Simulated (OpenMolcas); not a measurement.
**Co3+: moving or changing the point charges**

Co3+ among 6 point charges of -2.2 e arranged as a trigonal prism (D3h), 1.77 Å from the ion, with a polar angle of 46.2° against the regular 49.1°. The active orbitals were held to one l.

```yaml
Program: OpenMolcas
Method: CASSCF
Basis: ANO-RCC-VDZP [5s4p2d1f]
Scalar_Hamiltonian: DKH2, point nucleus
Active_space: 6 electrons in 5 orbitals (3d)
State_averaging: 2S+1 = 5 even, 5 roots; 2S+1 = 3 even, 45 roots; 2S+1 = 1 even, 50 roots
Spin-orbit_coupling: state interaction with AMFI integrals over the reference wave functions
```

Runs around this geometry, states (labels of D3, the rotations of D3h). Energies in cm-1 above the lowest state or level, χT in cm3 K/mol.

| R (Å) | q (e) | Polar angle / regular | Ground state | First state of that spin | First gap with spin-orbit (degeneracies) | χT at 300 K | First state of another spin |
| --- | --- | --- | --- | --- | --- | --- | --- |
| 1.77 | -2.2 | 0.86 | 5E | 5A1 15875 | 300.3 (2, 2) | 5.032 | 3E 26312 |
| 1.77 | -1.76 | 0.94 | 5E | 5A1 7694 | 303.8 (2, 2) | 5.057 | 3E 26568 |
| 1.66 | -2.2 | 0.94 | 5E | 5A1 11472 | 300.4 (2, 2) | 5.035 | 3E 25301 |
| 1.77 | -2.2 | 0.94 | 5E | 5A1 9701 | 302.9 (2, 2) | 5.045 | 3E 26206 |
| 1.87 | -2.2 | 0.94 | 5E | 5A1 8393 | 303.9 (2, 2) | 5.054 | 3E 26696 |

Taking the first state of the same spin as R^-n, n = -ln(8393 / 11472) / ln(1.87 / 1.66) = 2.6 between the shortest and longest distance.

Scaling the charges by -1.76 / -2.2 = 0.80 scales the first state of the same spin by 7694 / 9701 = 0.79; with fixed orbitals a first-order splitting would follow the charge.

An orbital doublet at a regular site is open to a Jahn-Teller distortion, which this geometry leaves out. Without dynamic correlation the repulsion within the d shell is too large (B by tens of per cent), so at a given field states of lower spin stand too high. Point charges give a weaker field than real ligands, and real ions of this kind are often low spin; the high spin found here belongs to the model. Point charges carry no covalency, so the field is a model and not that of real ligands. An unlabelled pair can be two single states that coincide in this model. No measured value stands beside these numbers.
